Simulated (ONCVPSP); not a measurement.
## Debugging a pseudopotential input (zirconium, ONCVPSP 4.0.1)

Command:

```bash
oncvpsp.x < Zr.dat > Zr.out
```

Input:

```
# ATOM AND REFERENCE CONFIGURATION
# atsym  z   nc   nv     iexc    psfile
  Zr 40.00    6    3  -102130      upf
#
#   n    l    f
    1    0    2.00
    2    0    2.00
    2    1    6.00
    3    0    2.00
    3    1    6.00
    3    2   10.00
    4    0    2.00
    4    1    6.00
    4    2    2.00
#
# PSEUDOPOTENTIAL AND OPTIMIZATION
# lmax
    2
#
#   l,   rc,      ep,       ncon, nbas, qcut
    0    1.35    0.00    4    8    5.40
    1    2.10    0.00    4    7    6.90
    2    2.45    0.00    4    8    6.20
#
# LOCAL POTENTIAL
# lloc, lpopt,  rc(5),   dvloc0
    0    5    1.15   -1.00
#
# VANDERBILT-KLEINMAN-BYLANDER PROJECTORs
# l, nproj, debl
    0    2    1.00
    1    1    3.10
    2    2    3.10
#
# MODEL CORE CHARGE
# icmod, fcfact, rcfact
    1    0.70    0.00
#
# LOG DERIVATIVE ANALYSIS
# epsh1, epsh2, depsh
   -4.00    5.00    0.02
#
# OUTPUT GRID
# rlmax, drl
    6.00    0.01
#
# TEST CONFIGURATIONS
# ncnf
    4
# nvcnf
#   n    l    f
    4
    4    0    2.00
    4    1    6.00
    4    2    2.00
    5    0    2.00
#
    4
    4    0    2.00
    4    1    6.00
    4    2    2.00
    5    0    1.00
#
    3
    4    0    2.00
    4    1    6.00
    4    2    1.00
#
    5
    4    0    2.00
    4    1    6.00
    4    2    2.00
    5    0    1.00
    5    1    1.00
#
```

This is an input that runs to its end, with one change: lloc set to 0.

**Question.** How does the run end?

**Answer.** The program runs through. Ghost flags: GHOST(+) d at 838.7 eV; the largest excitation error among the 4 tests with output is 271 meV, against 60.4 meV for the unchanged input.

```
      PS_ref= -4.64893766D+01  PS_tst= -4.69662843D+01  dif= -4.77D-01
      PSP excitation error=  6.59D-03

Test configuration 3

   n   l     f        eae           eps        diff
   1   0  2.0000 -656.11737606
   2   0  2.0000  -91.79456525
   2   1  6.0000  -81.95775270
   3   0  2.0000  -15.89686715
   3   1  6.0000  -12.69233242
   3   2 10.0000   -7.43774528
   4   0  2.0000   -2.99562150   -2.99164539    3.98D-03
   4   1  6.0000   -2.17339394   -2.17065624    2.74D-03
   4   2  1.0000   -1.03402298   -1.03251096    1.51D-03

    Total energies and differences
      AE_ref= -3.59799161D+03  AE_tst= -3.59716286D+03  dif=  8.29D-01
      PS_ref= -4.64893766D+01  PS_tst= -4.56612078D+01  dif=  8.28D-01
      PSP excitation error=  5.84D-04

Test configuration 4

   n   l     f        eae           eps        diff
   1   0  2.0000 -655.14152394
   2   0  2.0000  -90.81558761
   2   1  6.0000  -80.97892370
   3   0  2.0000  -14.92387782
   3   1  6.0000  -11.71943863
   3   2 10.0000   -6.46437522
   4   0  2.0000   -2.04831636   -2.03712432    1.12D-02
   4   1  6.0000   -1.23823944   -1.22788916    1.04D-02
   4   2  2.0000   -0.16958478   -0.16267377    6.91D-03
   5   0  1.0000   -0.18741184   -0.18854611   -1.13D-03
   5   1  1.0000   -0.07408120   -0.07537680   -1.30D-03

    Total energies and differences
      AE_ref= -3.59799161D+03  AE_tst= -3.59861067D+03  dif= -6.19D-01
      PS_ref= -4.64893766D+01  PS_tst= -4.71183131D+01  dif= -6.29D-01
      PSP excitation error=  9.88D-03
```
